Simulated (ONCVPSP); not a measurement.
Before and after: ONCV potential for fluorine

```
Element                 : fluorine
Generator               : ONCVPSP 4.0.1
Type                    : optimised norm-conserving Vanderbilt (ONCV)
Functional              : PBE
Relativity              : scalar-relativistic
Frozen core             : [He]
Valence charge          : 7
Reference configuration : 2s2 2p5
Partial waves           : 2s: rc 0.70 bohr, ncon 5, nbas 9, qcut 10.9 1/bohr, 2 projectors, debl 3 Ha; 2p: rc 1.35 bohr, ncon 4, nbas 8, qcut 12.8 1/bohr, 2 projectors, debl 3.5 Ha; d scattering state at 0.1 Ha: rc 1.05 bohr, ncon 5, nbas 9, qcut 9.4 1/bohr, 2 projectors, debl 1.4 Ha
Local potential         : polynomial inside 0.45 bohr (lpopt 5, dvloc0 0 Ha)
Core correction         : Teter function, fcfact 5.25, rcfact 1.55
```

Change: s: rc 0.9.

Cutoffs: the cutoffs (Ha) at which the residual kinetic energy of the hardest occupied pseudo-wave falls to 1 and 0.1 mHa per electron; they do not see the model core or the augmentation charge, which bear on the density cutoff. Errors are all-electron minus pseudo energies relative to the spin-unpolarised reference configuration.

Predict the effect on cutoff, ghosts and configuration errors.

The potential gets softer (55 Ha and 113 Ha → 49 Ha and 74 Ha); the errors of the 4 common tests hardly move; neither file shows a bound ghost. A larger radius leaves more room for a smooth pseudo-wave, so fewer plane waves are needed.

| quantity | base | changed |
| --- | --- | --- |
| cutoff, loose | 55 Ha | 49 Ha |
| cutoff, tight | 113 Ha | 74 Ha |
| loose cutoff by channel | s 55 Ha, p 46 Ha | s 49 Ha, p 46 Ha |
| bound ghosts | none | none |
| GHOST(+) flags under 300 eV | none | none |
| error for 2s2 2p4, meV [ΔE 19.39 eV] | +15 | +15 |
| error for 2s2 2p3, meV [ΔE 57.77 eV] | +123 | +126 |
| error for 2s2 2p2, meV [ΔE 118.41 eV] | +487 | +498 |
| error for 2s2 2p4.5, meV [ΔE 7.54 eV] | +2.0 | +2.1 |
| p: phases at 1.37 bohr within 0.05 rad from the reference energy up to (Ha; the scan ends near 5) | to the end of the scan | to the end of the scan |
| d: phases at 1.06 bohr within 0.05 rad from the reference energy up to (Ha; the scan ends near 5) | to the end of the scan | to the end of the scan |
| rms error of d²Exc/dni dnj with the model core, mHa | 1.39 | 1.44 |
